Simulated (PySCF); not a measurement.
3-methylsulfanylbuta-1,2-diene (C5H8S), SMILES C(=C(SC)C)=C.

Geometry optimised at PBE0-D3(BJ)/def2-SVP. One conformer was computed; it need not be the lowest.

Vertical ionisation energy (IE) and electron affinity (EA) in eV. Rows of orbital energies are one-electron estimates. Where ΔSCF, EOM or ADC give a negative EA the extra electron is unbound and the value depends on the basis.

```
level                                              IE     EA
-----------------------------------------------  ----  -----
−ε(HOMO), −ε(LUMO), CAM-B3LYP/def2-TZVP (PySCF)  7.57  -1.10
−ε(HOMO), −ε(LUMO), PBE/def2-TZVP (PySCF)        5.11   1.02
```
